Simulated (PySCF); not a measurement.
Zr(Cl)3(SH) (Cl₃HSZr), SMILES [SH][Zr]([Cl])([Cl])[Cl], multiplicity 1.

Coordinates come from a B3LYP-D3(BJ)/def2-SVP optimisation. The multiplicity is an assumed one; no other spin state was optimised. The structure was generated by enumeration; whether it is a known compound was not checked. The def2 effective core potentials stand for the cores of Zr; spin–orbit coupling is left out. Other conformers were not sampled.

Two levels are set side by side: PBE/def2-TZVP (PySCF) and ωB97X/def2-TZVP (PySCF). Same geometry, gas phase. Differences are taken from unrounded values.

| quantity | PBE |
|---|---|
| orbital gap (eV) | 3.44 |
| highest occupied level (eV) | -7.09 |
| lowest empty level (eV) | -3.65 |
| dipole moment (D) | 0.68 |
| mean polarisability (bohr³) | 103.3 |

Q: These are the PBE values. What does ωB97X give? (Estimate from the structure and the level; the computed values follow.)

A: 
```csv
quantity,ωB97X,PBE minus ωB97X
orbital gap (eV),9.81,-6.36
highest occupied level (eV),-10.63,3.54
lowest empty level (eV),-0.83,-2.82
dipole moment (D),0.67,0.01
mean polarisability (bohr³),96.2,7.1
```

PBE's occupied levels lie high since its potential decays too fast outside the molecule; exact exchange lowers them and widens the gap. PBE's more diffuse valence density responds more strongly to a field. Differences between two approximate levels are no errors against the true value.
